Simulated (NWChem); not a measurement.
Program: NWChem. System: CH6N, charge 1, spin multiplicity 1, displaced from the optimised geometry. Level: CCSD(T)/cc-pVDZ, 2 core orbitals frozen, spin-restricted.

Job file:

```
start mol
memory heap 100 mb stack 700 mb global 1900 mb
charge 1
geometry units angstroms nocenter noautoz noautosym
  C      0.788807     0.047506     0.000000
  N     -0.700276    -0.042174     0.000000
  H      1.110112     0.586811     0.898941
  H      1.190439     0.721638    -1.123677
  H      1.203723    -0.967397     0.000000
  H     -1.056261    -0.541660     0.826488
  H     -1.056261    -0.541660    -0.826488
  H     -1.142336     0.887276     0.000000
end
basis spherical
  * library cc-pvdz
end
scf
  rhf
  nopen 0
  maxiter 100
  thresh 1e-7
  semidirect memsize 60000000 filesize 0
end
ccsd
  freeze core 2
  maxiter 60
end
task ccsd(t) energy
```

Part of the output:

```
             Northwest Computational Chemistry Package (NWChem) 7.3.0
             --------------------------------------------------------

                                NWChem Input Module
                                -------------------

 Scaling coordinates for geometry "geometry" by  1.889725989
 (inverse scale =  0.529177249)

                             Geometry "geometry" -> ""
                             -------------------------

 Output coordinates in angstroms (scale by  1.889725989 to convert to a.u.)

  No.       Tag          Charge          X              Y              Z
 ---- ---------------- ---------- -------------- -------------- --------------
    1 C                    6.0000     0.78880700     0.04750600     0.00000000
    2 N                    7.0000    -0.70027600    -0.04217400     0.00000000
    3 H                    1.0000     1.11011200     0.58681100     0.89894100
    4 H                    1.0000     1.19043900     0.72163800    -1.12367700
    5 H                    1.0000     1.20372300    -0.96739700     0.00000000
    6 H                    1.0000    -1.05626100    -0.54166000     0.82648800
    7 H                    1.0000    -1.05626100    -0.54166000    -0.82648800
    8 H                    1.0000    -1.14233600     0.88727600     0.00000000

 Effective nuclear repulsion energy (a.u.)      46.9861013222

            Nuclear Dipole moment (a.u.)
            ----------------------------
        X                 Y               Z
 ---------------- ---------------- ----------------
     0.1517941298     0.2547841961    -0.4246894598


 Summary of "ao basis" -> "" (spherical)
 ------------------------------------------------------------------------------
       Tag                 Description            Shells   Functions and Types
 ---------------- ------------------------------  ------  ---------------------
 *                          cc-pvdz                   on all atoms

 Summary of "ao basis" -> "ao basis" (spherical)
 ------------------------------------------------------------------------------
       Tag                 Description            Shells   Functions and Types
[...]
 ccsd(t): done       19 out of       49 progress:   38.8%
 ccsd(t): done       20 out of       49 progress:   40.8%
 ccsd(t): done       21 out of       49 progress:   42.9%
 ccsd(t): done       22 out of       49 progress:   44.9%
 ccsd(t): done       23 out of       49 progress:   46.9%
 ccsd(t): done       24 out of       49 progress:   49.0%
 ccsd(t): done       25 out of       49 progress:   51.0%
 ccsd(t): done       26 out of       49 progress:   53.1%
 ccsd(t): done       27 out of       49 progress:   55.1%
 ccsd(t): done       28 out of       49 progress:   57.1%
 ccsd(t): done       29 out of       49 progress:   59.2%
 ccsd(t): done       30 out of       49 progress:   61.2%
 ccsd(t): done       31 out of       49 progress:   63.3%
 ccsd(t): done       32 out of       49 progress:   65.3%
 ccsd(t): done       33 out of       49 progress:   67.3%
 ccsd(t): done       34 out of       49 progress:   69.4%
 ccsd(t): done       35 out of       49 progress:   71.4%
 ccsd(t): done       36 out of       49 progress:   73.5%
 ccsd(t): done       37 out of       49 progress:   75.5%
 ccsd(t): done       38 out of       49 progress:   77.6%
 ccsd(t): done       39 out of       49 progress:   79.6%
 ccsd(t): done       40 out of       49 progress:   81.6%
 ccsd(t): done       41 out of       49 progress:   83.7%
 ccsd(t): done       42 out of       49 progress:   85.7%
 ccsd(t): done       43 out of       49 progress:   87.8%
 ccsd(t): done       44 out of       49 progress:   89.8%
 ccsd(t): done       45 out of       49 progress:   91.8%
 ccsd(t): done       46 out of       49 progress:   93.9%
 ccsd(t): done       47 out of       49 progress:   95.9%
 ccsd(t): done       48 out of       49 progress:   98.0%
 ccsd(t): done       49 out of       49 progress:  100.0%
 Time for integral evaluation pass     1        0.83
 Time for triples evaluation pass      1        0.59

 pseudo-e(mp4)  -0.88309920637889E-02
 pseudo-e(mp5)   0.19474186296239E-03
        e(t)    -0.86362502008265E-02

 --------------
 CCSD(T) Energy
 --------------
 Reference energy:                     -95.552334079193614

 CCSD corr. energy:                     -0.362051091567240
 T(CCSD) corr. energy:                  -0.008830992063789
 Total CCSD+T(CCSD) energy:            -95.923216162824644

 CCSD corr. energy:                     -0.362051091567240
 (T) corr. energy:                      -0.008636250200827
 Total CCSD(T) energy:                 -95.923021420961675

 routine      calls  cpu(0)   cpu-min  cpu-ave  cpu-max   i/o
 aoccsd          1     0.00     0.00     0.00     0.00    0.00
 iterdrv         1     0.01     0.01     0.01     0.01    0.00
 pampt           9     0.02     0.02     0.02     0.02    0.00
 t2pm            9     0.03     0.03     0.03     0.03    0.00
 sxy             9     0.13     0.13     0.13     0.13    0.00
 ints      1946025     7.85     7.85     7.85     7.85    0.00
 t2eri        4185     0.66     0.66     0.66     0.66    0.00
 idx2         4185     0.13     0.13     0.13     0.13    0.00
 idx34           9     0.01     0.01     0.01     0.01    0.00
 ht2pm           9     0.04     0.04     0.04     0.04    0.00
 itm             9     0.16     0.16     0.16     0.16    0.00
 pdiis           9     0.01     0.01     0.01     0.01    0.00
 triples         1     0.00     0.00     0.00     0.00    0.00
 rdtrpo          1     0.00     0.00     0.00     0.00    0.00
 trpmos          1     0.83     0.83     0.83     0.83    0.00
 trpdrv          1     0.09     0.09     0.09     0.09    0.00
 dovvv       19208     0.25     0.25     0.25     0.25    0.00
 doooo       19208     0.06     0.06     0.06     0.06    0.00
 tengy       16807     0.18     0.18     0.18     0.18    0.00
 Total                10.46    10.46    10.46    10.46    0.00

 Task  times  cpu:       11.5s     wall:       11.5s

 Total times  cpu:       11.5s     wall:       11.5s
```
